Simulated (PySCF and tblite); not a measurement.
C₆H₁₀N₂O, numbered as in [CH3:1]/[N:2]=[CH:3]\[C@@H:4]1[CH2:5][NH:6][C:7](=[O:8])[CH2:9]1.

First level. The ensemble was built from 90 distance-geometry starts (ETKDG, MMFF94s, GFN2-xTB) and rests on GFN2-xTB geometries. Energies: PBE0-D3(BJ)/pcSseg-1, with GFN2-xTB thermal terms (modes under about 100 cm⁻¹ blended into free rotors). Symmetry numbers and mirror images are counted. Conformers within 2.5 kcal/mol (GFN2-xTB free energy) were kept, 4 at most. GIAO shieldings: PBE0/pcSseg-1. Shifts are against TMS (¹H), TMS (¹³C), NH3 (¹⁵N) at the same level; of two unlike H on one atom, a is the less shielded. Codes: tblite and PySCF.

It gives, at 298.15 K, with 2 conformers (largest weight 72 %): ¹H: 7.66 (H3, 1H), 3.66 (H1, 3H), 3.64 (H4, 1H), 3.49 (H5a, 1H), 3.33 (H5b, 1H), 2.17 (H9a, 1H), 1.89 (H9b, 1H) ppm. ¹³C: 174.4 (C7), 166.6 (C3), 47.4 (C5), 41.3 (C1), 34.9 (C9), 32.4 (C4) ppm. ¹⁵N: 374.0 (N2), 124.8 (N6) ppm.

Second level: GFN2-xTB geometries, energies PBE0-D3(BJ)/pcSseg-1 (IEF-PCM, dichloromethane), shieldings PBE0/pcSseg-1 (IEF-PCM, dichloromethane), on up to 4 of the same conformers.

Question: How do the averaged shifts change?

Answer: 
```csv
signal,first,second,change (ppm)
H1,3.66,3.68,0.03
H3,7.66,7.68,0.03
H4,3.64,3.87,0.23
H5a,3.49,3.70,0.21
H5b,3.33,3.50,0.17
H9a,2.17,2.30,0.13
H9b,1.89,2.02,0.13
C1,41.3,42.0,0.7
C3,166.6,171.0,4.4
C4,32.4,34.0,1.5
C5,47.4,48.3,0.9
C7,174.4,179.4,5.0
C9,34.9,36.3,1.3
N2,374.0,362.3,-11.8
N6,124.8,135.5,10.7
```

The largest weight becomes 71 %.

H on N, O and S are left out: they exchange, and hydrogen bonds move them by several ppm. Unscaled ¹⁵N shifts at such levels can be off by tens of ppm; differences between conformers or isomers are more reliable. Shifts are unscaled: against experiment ¹³C can be off by 15 ppm or more and ¹H by 0.8 ppm.


¹⁵N shifts are against a computed isolated NH3 molecule, about 20 ppm from the liquid.